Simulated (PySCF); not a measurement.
**Diatomics of Fe with the halogens**

PBE0 with triple-zeta basis sets in PySCF, for the lowest determinant that a PBE0 search found; no spin–orbit coupling. De refers to high-spin ground-configuration atoms. A positive dipole means M(−)Fe(+).

```json
{"M": "F", "basis": "def2-TZVPP", "state (unpaired electrons)": "sextet (σ ↑↑, π ↑↑, δ ↑)", "Re (Å)": "1.777", "ωe (cm⁻¹)": "660", "De (eV)": "n/a", "μ (D)": "2.22"}
{"M": "Cl", "basis": "x2c-TZVPPall", "state (unpaired electrons)": "sextet (σ ↑↑, π ↑↑, δ ↑)", "Re (Å)": "2.175", "ωe (cm⁻¹)": "403", "De (eV)": "n/a", "μ (D)": "2.29"}
{"M": "Br", "basis": "def2-TZVPP", "state (unpaired electrons)": "sextet (σ ↑↑, π ↑↑, δ ↑)", "Re (Å)": "2.333", "ωe (cm⁻¹)": "298", "De (eV)": "n/a", "μ (D)": "2.33"}
{"M": "I", "basis": "def2-TZVPP", "state (unpaired electrons)": "quartet (π ↑↑, δ ↑)", "Re (Å)": "2.443", "ωe (cm⁻¹)": "256", "De (eV)": "n/a", "μ (D)": "4.79"}
```

The shortest bond is that of FeF (1.777 Å), the longest that of FeI (2.443 Å).

The rows differ in basis set, which adds steps of its own.

The state changes along the series, so neighbouring rows are not always alike in their bonding.

De is left out where the level can put another filling of the metal’s s and d shells below the measured ground configuration, by anything from nothing to about 1 eV. These are scalar-relativistic numbers at best; spin–orbit coupling would shift them, the dissociation energy most. The state is the lowest single determinant that the PBE0 search found; with open d or f shells the true ground state can be another one.
